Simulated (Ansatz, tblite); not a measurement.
Spin states of Ag₂Br⁺ (the lowest singlet isomer of a short search), each relaxed with PBE0-D4/def2-TZVP in Ansatz. Electronic energies in the gas phase.

In the def2 sets Ag takes a core potential; there is no spin–orbit coupling. The xTB rows come from tblite. HSE06 is defined as in plane-wave codes, on full-range PBE exchange. Correlated methods freeze 9 core orbitals; core or outer-core shells of Ag, Br are correlated, in sets that lack core-valence functions. HOMO above LUMO, or a gap near zero within one spin, warns that the state may not be the lowest or that an electron is smeared out. The structure comes from a short search, and lower isomers may exist.

Singlet geometry (C2v within 0.1 Å):

```xyz
3

Ag    0.149   -0.736   -1.972
Ag   -1.053    0.697    1.690
Br    0.904    0.039    0.282
```

Triplet geometry (D∞h within 0.1 Å):

```xyz
3

Ag   -2.618    0.089   -0.630
Ag    2.618   -0.089    0.630
Br    0.000    0.000    0.000
```

Quintet geometry (C2v within 0.1 Å):

```csv
atom,x (Å),y (Å),z (Å)
Ag1,1.1912,-1.0582,1.6712
Ag2,-1.9600,0.5260,-1.1016
Br3,0.7688,0.5322,-0.5696
```

⟨S²⟩: triplet 2.01 at PBE0-D4/def2-TZVP (pure 2.00), quintet 6.01 at PBE0-D4/def2-TZVP (pure 6.00).

Run but left out: HF/STO-3G (triplet: ⟨S²⟩ 2.97, where a pure state has 2.00).

Only these spin states were relaxed.

Second-order perturbation terms are unreliable where d shells bring near-degenerate states, and here PBE-QIDH/def2-TZVP lies more than 0.4 eV from the median of the functionals without such a term.

```
               level  triplet − singlet (kcal/mol)  quintet − singlet (kcal/mol)  lowest of these                                                                           remarks
            GFN1-xTB                          58.5                         141.8          singlet                                                                                 –
            GFN2-xTB                          84.7                         181.9          singlet                                                                                 –
    PBE-D4/def2-TZVP                          66.7                         154.9          singlet  gap within one spin near zero (quintet), gap within one spin near zero (triplet)
 r2SCAN-D4/def2-TZVP                          73.1                         161.2          singlet                                                                                 –
r2SCANh-D4/def2-TZVP                          77.6                         168.0          singlet                                                                                 –
   PBE0-D4/def2-TZVP                          79.9                         175.5          singlet                                                                                 –
  HSE06-D4/def2-TZVP                          78.9                         175.1          singlet                                                                                 –
   ωB97X-V/def2-TZVP                          94.5                         193.9          singlet                                                                                 –
   ωB97M-V/def2-TZVP                          93.4                         195.3          singlet                                                                                 –
  PBE-QIDH/def2-TZVP                          92.3                         199.1          singlet                                                                                 –
   RPA@PBE/def2-TZVP                          74.9                         158.4          singlet                                                                                 –
```

Change of the quintet − singlet gap on mixing in exact exchange, in kcal/mol: PBE to PBE0 (25 % exact exchange) 20.6; r2SCAN to r2SCANh (10 % exact exchange) 6.8.

The xTB methods have no spin-polarisation term.
